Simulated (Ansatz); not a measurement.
Reaction (SMILES): [CH2][GeH2][CH3] → [CH2-][GeH2][CH3] (an electron is taken up)

Quantity: adiabatic electron affinity (0 K, with zero-point energies), in eV. Positive where the reaction releases energy. Terms: dispersion terms only where a functional's name holds one; LANL2DZ with its own core potentials from Na on; no spin-orbit coupling; non-relativistic; open shells spin-unrestricted; 6-31G* and kin with 6d, 5d where marked. Ab initio and DFT rows: single points at B3LYP-D3(BJ) geometries (Ansatz, an electronic-structure program), with unscaled harmonic terms from B3LYP/6-31G* (LANL2DZ past Ar) (Ansatz) at its own minima. Anions need diffuse functions, which STO-3G, LANL2DZ, def2-SVP, cc-pVDZ and Pople sets without + lack.

| level | program | adiabatic electron affinity (0 K, with zero-point energies) (eV) |
|---|---|---|
| B3LYP/STO-3G | Ansatz | -4.19 |
| B3LYP/3-21G | Ansatz | -0.06 |
| B3LYP/LANL2DZ | Ansatz | 0.29 |
| B3LYP/6-31G | Ansatz | 0.14 |
| B3LYP/6-31G* | Ansatz | 0.23 |
| B3LYP/6-31G** | Ansatz | 0.24 |
| B3LYP/def2-SVP | Ansatz | 0.42 |
| B3LYP/6-31G* with LANL2DZ past Ar | Ansatz | 0.23 |
| B3LYP/def2-TZVPD | Ansatz | 0.84 |

No value to compare with is used here. The 8 habitual levels span -4.19 (B3LYP/STO-3G) to 0.42 eV (B3LYP/def2-SVP); B3LYP/def2-TZVPD gives 0.84.

The sets are all those run for this method; left out are runs that failed, that the program found above a lower state of the same kind, or whose <S^2> lies over 0.5 above the pure value.
